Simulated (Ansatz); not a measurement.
## Ligand exchange: In(CH3)Cl2 + BH(SH)2 → InHCl2 + B(CH3)(SH)2

Species: In(CH3)Cl2, singlet; BH(SH)2, singlet; InHCl2 `[Cl][InH][Cl]`, singlet; B(CH3)(SH)2, singlet. The partners trade CH3 for H: In–CH3 and B–H bonds give way to In–H and B–CH3.

Shapes, held fixed at every level: PBE0-D4/def2-TZVP. Flexible molecules stand in one conformer, not always the lowest. Programs: Ansatz 0.2.0. Electronic energies: no zero-point or thermal term.

```
               level                    kind  ΔE (kJ/mol)  less CCSD(T)/def2-TZVPP  CPU time (sum over the molecules)
       HF/def2-TZVPP            Hartree–Fock        -13.0                     -7.1                                  –
r2SCAN-D4/def2-TZVPP                meta-GGA        -12.2                     -6.3                               46 s
  PBE0-D4/def2-TZVPP           global hybrid        -13.1                     -7.2                               27 s
  wB97X-V/def2-TZVPP  range-separated hybrid        -12.6                     -6.7                               89 s
   B2PLYP/def2-TZVPP           double hybrid         -5.0                     +0.9                               57 s
     CCSD/def2-TZVPP   coupled cluster or CI         -7.1                     -1.2                                  –
  CCSD(T)/def2-TZVPP   coupled cluster or CI         -5.9                      0.0                            7.9 min
```

The highest level, CCSD(T)/def2-TZVPP, gives ΔE = -5.9 kJ/mol; the levels span -13.1 to -5.0. The column of differences is taken from that level and isn't an error. No measured value is set beside it here. For atoms past krypton def2 sets carry core potentials with scalar relativity. Outer-core shells of In are correlated, in sets that cover them unevenly. Times are processor times on shared x86 and Arm servers, and rough.
